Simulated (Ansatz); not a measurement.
Start from `[OH][Ge]([F])([F])[F]` and change one element to get `O[Si](F)(F)F`.

Ansatz, PBE0-D4/def2-TZVP geometries, multiplicity 1. Each molecule was computed in one conformer, which needn't be the lowest.

Scalar relativity is left out up to krypton.

```json
{"property": "HOMO energy (ωB97M-V/def2-TZVPP) / eV", "`[OH][Ge]([F])([F])[F]`": "-13.21"}
{"property": "zero-point energy (PBE0-D4/def2-TZVP) / kJ/mol", "`[OH][Ge]([F])([F])[F]`": "55.0"}
{"property": "LUMO energy (PBE0/def2-TZVPP) / eV", "`[OH][Ge]([F])([F])[F]`": "-1.25"}
{"property": "HOMO–LUMO gap (ωB97M-V/def2-TZVPP) / eV", "`[OH][Ge]([F])([F])[F]`": "13.94"}
{"property": "LUMO energy (ωB97M-V/def2-TZVPP) / eV", "`[OH][Ge]([F])([F])[F]`": "0.73"}
{"property": "HOMO energy (PBE0/def2-TZVPP) / eV", "`[OH][Ge]([F])([F])[F]`": "-10.70"}
```

(1) Give the same properties after the change, and the shifts. (Estimate.)

## Answers

(1) The calculation gave: 
```
                                      property  `O[Si](F)(F)F`  shift
         HOMO energy (ωB97M-V/def2-TZVPP) / eV          -13.20   0.01
zero-point energy (PBE0-D4/def2-TZVP) / kJ/mol            62.2    7.2
            LUMO energy (PBE0/def2-TZVPP) / eV            0.18   1.43
       HOMO–LUMO gap (ωB97M-V/def2-TZVPP) / eV           14.92   0.98
         LUMO energy (ωB97M-V/def2-TZVPP) / eV            1.72   0.99
            HOMO energy (PBE0/def2-TZVPP) / eV          -10.70   0.00
```
